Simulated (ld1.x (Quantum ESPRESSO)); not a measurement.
**Which setting gave this result? (iron (Fe), TM)**

Base potential:

iron (Fe), norm-conserving Troullier–Martins (Kleinman–Bylander form), made with ld1.x (Quantum ESPRESSO) 7.5 (PBE, fully relativistic). Core [Ne], reference 3s2 3p6 3d6.5 4s1.5 4p0. Waves: 3s (bound): rc 1.30 bohr; 3p (bound): rc 1.05 bohr; 3d (bound): rc 1.45 bohr. Local part: the d channel. Core correction: none.

Open shells are filled in proportion to 2j + 1 (rel_dist='average').

Occupied shells without a wave of their own: 4s. They enter only through the test configuration that unscreens the potential.

Cutoffs, loose and tight: the cutoffs (Ry, on a coarse ladder) from which the occupation-weighted sum of valence levels, in a spherical-Bessel basis at the reference potential, stays within 10 and 1 mRy of its value at 400 Ry. They do not see the model core or the augmentation charge, which bear on the density cutoff. Test errors are all-electron minus pseudo excitation energies from the reference, over the configurations 3s2 3p6 3d6 4s2 4p0; 3s2 3p6 3d6 4s1 4p0; 3s2 3p6 3d6 4s0 4p0; 3s2 3p6 3d6 4s1.5 4p0; 3s2 3p6 3d5 4s2 4p1; 3s2 3p6 3d6 4s0 4p2; 3s2 3p6 3d7 4s1 4p0; variants that change the core or the reference have their own tests.

Only the scale of all radii (base = 1) is moved:

```json
{"scale of all radii (base = 1)": "0.77", "bound ghosts": "not determined", "largest test error (meV)": "-591", "median size of the test errors": "147.4 meV"}
{"scale of all radii (base = 1)": "0.87", "bound ghosts": "none", "largest test error (meV)": "-903", "median size of the test errors": "221.2 meV"}
{"scale of all radii (base = 1)": "0.97", "bound ghosts": "none", "largest test error (meV)": "-1288", "median size of the test errors": "307.4 meV"}
{"scale of all radii (base = 1)": "1.09", "bound ghosts": "none", "largest test error (meV)": "-1963", "median size of the test errors": "446.7 meV"}
{"scale of all radii (base = 1)": "1.28", "bound ghosts": "none", "largest test error (meV)": "-4409", "median size of the test errors": "964.6 meV"}
{"scale of all radii (base = 1)": "1.38", "bound ghosts": "none", "largest test error (meV)": "-6296", "median size of the test errors": "1409.4 meV"}
```

One more run gave bound ghosts: none; largest test error (meV): -3128; median size of the test errors: 697.9 meV. Which value of the scale of all radii (base = 1) was used?

1.18. The median size of the test errors moves one way along this sweep, from 147.4 meV at 0.77 to 1409.4 meV at 1.38, which places the run between 1.09 and 1.28.
